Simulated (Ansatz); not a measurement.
Consider the formal exchange of groups at a Te–C bond: `N[SiH2]C(F)[TeH]` + `C1=NC1` → `[TeH]C1=NC1` + `N[SiH2]CF`.

Gas-phase electronic energies from Ansatz, PBE0-D4/def2-TZVP geometries. CBS: MP2 limit from def2 TZ/QZ plus the TZ coupled-cluster correction, frozen cores. Functionals use def2-TZVPP. Elements past krypton have def2 core potentials. For Te outer-core shells are correlated without core-valence functions, which leaves a few kJ/mol of doubt a bond. One conformer a species, not always the lowest.

`N[SiH2]C(F)[TeH]`:

Cartesian coordinates in Å:
```
N 1.507 -0.447 -0.906
Si -0.096 -0.783 -0.427
C -1.034 0.771 0.135
F -2.373 0.502 0.364
Te -0.086 1.626 1.867
H 2.170 -0.020 -0.280
H 1.739 -0.296 -1.872
H -0.793 -1.357 -1.608
H -0.146 -1.721 0.723
H -0.968 1.573 -0.609
H 0.080 0.153 2.614
```

`C1=NC1`:

Cartesian coordinates in Å:
```
C -0.215 -0.321 0.727
N -1.022 -0.527 -0.199
C 0.241 0.275 -0.505
H -0.103 -0.545 1.780
H 0.106 1.337 -0.688
H 0.992 -0.220 -1.114
```

`[TeH]C1=NC1`:

```xyz
7

Te   -1.382   -0.114    1.866
C     0.187   -0.005    0.535
N     1.437    0.054    0.535
C     0.724    0.055   -0.807
H    -2.487   -0.134    0.632
H     0.717    0.993   -1.356
H     0.804   -0.849   -1.404
```

`N[SiH2]CF`:

Z-matrix (Å, degrees):
```
Si
C 1 1.890
N 1 1.717 2 107.5
H 1 1.488 2 109.5 3 117.5
H 1 1.493 2 107.4 3 -125.3
F 2 1.398 1 109.1 3 59.0
H 2 1.095 1 111.5 3 -59.9
H 2 1.095 1 112.2 3 178.6
H 3 1.007 1 120.0 2 165.1
H 3 1.008 1 118.6 2 -53.5
```

**Question.** Is it downhill or uphill in electronic energy at CCSD(T)/CBS, and by how much? (Estimate.)

**Answer.** Computed: Downhill: ΔE = -8.6 kJ/mol.

**Question.** What do these levels give: ωB97X-V, ωB97M-V, B2PLYP, PBE, PBE0, HF/def2-TZVPP, MP2/def2-TZVPP, SCS-MP2/def2-TZVPP, MP2/def2-QZVPP, SCS-MP2/def2-QZVPP, HF/CBS(def2), MP2/CBS(def2)? (Best estimate.)

**Answer.** The calculation gave: ωB97X-V -13.7, ωB97M-V -10.6, B2PLYP -19.4, PBE -17.8, PBE0 -17.7, HF/def2-TZVPP -24.4, MP2/def2-TZVPP -16.0, SCS-MP2/def2-TZVPP -18.0, MP2/def2-QZVPP -13.0, SCS-MP2/def2-QZVPP -15.3, HF/CBS(def2) -24.4, MP2/CBS(def2) -10.8 kJ/mol.

Largest T1 diagnostic among the species: 0.012.

The D4 term adds +6.3 kJ/mol with B3LYP and +3.5 kJ/mol with PBE0; it sums over pairs of atoms, weighted by their polarisabilities, and B3LYP, whose exchange is more repulsive, gets the larger term. In def2-TZVPP, CCSD(T) changes the Hartree–Fock value by +10.6 kJ/mol (the triples alone add +1.4 kJ/mol) and MP2 by +8.4 kJ/mol.

B3LYP here is the variant with VWN-RPA as its local correlation; programs differ in this.
